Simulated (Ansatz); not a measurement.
Stretching the Sn1–H2 bond in H3NSn (SMILES [NH2][SnH]) (multiplicity 1 held, fragments rigid). Energies count from the point at 1.789 Å.
Geometry at that point (charge 0, multiplicity 1):
```xyz
5

Sn    -0.1193     0.1766     0.2440
H     -0.5727     1.3686    -1.0102
N      0.6764    -1.0557    -1.1574
H      0.7003    -0.8664    -2.1480
H      1.1017    -1.9447    -0.9411
```

Restricted levels (R-, RO-) in cc, def2 and unpolarised 6-31G sets keep to the state of the molecule at rest. Active spaces are followed from a long bond inwards. Curves can end on different states.

Correlated levels freeze the cores. Filled d and f shells under p-block atoms count as core.

The values were computed with Ansatz (Gaussian orbitals). Values without a source in brackets are computed. In def2 rows elements past Kr take small-core potentials, without spin–orbit coupling.

Task: What is the computed energy at R = 5.724 Å (FIC-MRCISD+Q on CASSCF(2,2)/def2-TZVPP)?

Result: 66.4 kcal/mol

Task: Give the energy at R = 5.724 Å at the level R-HF/def2-TZVPP.

Result: 129.6 kcal/mol

Task: What is the computed energy at R = 5.724 Å (R-SCS-MP2/def2-TZVPP)?

Result: 90.2 kcal/mol

Doubts at one or more of the structures used: a restricted determinant that unrestricted orbitals would lower (R-HF/def2-TZVPP, R-SCS-MP2/def2-TZVPP).

Ansatz is a first-principles code.
